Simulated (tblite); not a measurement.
Task: Write Cartesian coordinates for `C=CC[Si@@H]1CC[C@H]1C=O` as optimised with GFN2-xTB.

Result: 
```xyz
21
C7H12OSi angstrom
C      3.6382    0.4726    0.5576
C      2.6808   -0.2639    0.0247
C      1.4853    0.2805   -0.6748
Si    -0.0509    0.1035    0.4416
C     -0.9334   -1.5848    0.5635
C     -2.2503   -0.9637    0.0541
C     -1.7600    0.4020   -0.4477
C     -2.4381    1.5753    0.1036
O     -3.1303    1.5950    1.0920
H      3.6223    1.5486    0.4978
H      4.4795    0.0359    1.0672
H      2.7173   -1.3421    0.1029
H      1.6470    1.3303   -0.9194
H      1.3298   -0.2601   -1.6096
H      0.1072    0.8444    1.6941
H     -0.5536   -2.3438   -0.1196
H     -1.0193   -2.0467    1.5437
H     -2.9508   -0.8062    0.8727
H     -2.7436   -1.5525   -0.7177
H     -1.6706    0.4760   -1.5291
H     -2.2153    2.5166   -0.4435
```

Any rigid rotation of these coordinates is as good. Atoms count from 1 in this order. Si4 (SiH silicon) has angles from 76.1° to 119.5°. The 4-membered ring Si4–C5–C6–C7 has internal angles of 76.1° to 101.2° (sum 358°, against 360° for a flat polygon); it is puckered, 0.08 Å rms from its mean plane, widest ring torsion 12°. The C–C distances run from 1.320 Å (C1=C2, drawn double) to 1.543 Å (C5–C6, drawn single), a spread of 0.223 Å. Of the pairs four or more bonds apart, O9···H18 is among the closest relative to their van der Waals radii: 2.42 Å, 89 % of the sum of Bondi's values.

Bonds between heavy atoms (Å): C1=C2 1.320, C2–C3 1.488, C3–Si4 1.907, Si4–C5 1.909, C5–C6 1.543, C6–C7 1.535, C7–C8 1.463, C8=O9 1.207, Si4–C7 1.950.

Computed geometry: GFN2-xTB, gas phase.

Point group: C1 (no symmetry element, even within 0.4 Å). Its GFN2-xTB frequencies are all real (lowest 35 cm⁻¹). The numbers are those of one conformer (C1–C2–C3–Si4 -106°, C2–C3–Si4–C5 -80°, C6–C7–C8–O9 16°, C3–Si4–C5–C6 -121°, Si4–C5–C6–C7 12°, C5–C6–C7–C8 -125°, C3–Si4–C7–C6 126°). 3 starts were optimised and ended at 0.00, 0.23 and 0.25 kcal/mol (GFN2-xTB); the lowest of these is shown.
